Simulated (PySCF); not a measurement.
C2H2O, SMILES C1=CO1. Atoms are numbered in the order given.

```xyz
5

C      0.0000    -0.6299    -0.4571
C      0.0000     0.6299    -0.4571
O      0.0000     0.0000     0.8827
H      0.0000    -1.6489    -0.7880
H      0.0000     1.6489    -0.7880
```

The structure is a stationary point at PBE0-D3(BJ)/def2-TZVP.

Method: PySCF with PBE/pcJ-1.

Isotropic couplings with Fermi-contact, spin-dipole and both spin-orbit terms, one fixed conformer, no vibrational averaging. Isotopes: 13C, 1H.

Question: Estimate the spin–spin coupling constants. (An estimate is asked for; the answer gives what the named calculation found.)

Answer: 
```csv
pair,bonds apart,J (Hz)
C1–C2,1,125.0
C1–H4,1,258.7
C2–H5,1,258.7
C1–H5,2,15.0
C2–H4,2,15.0
H4–H5,3,2.0
```
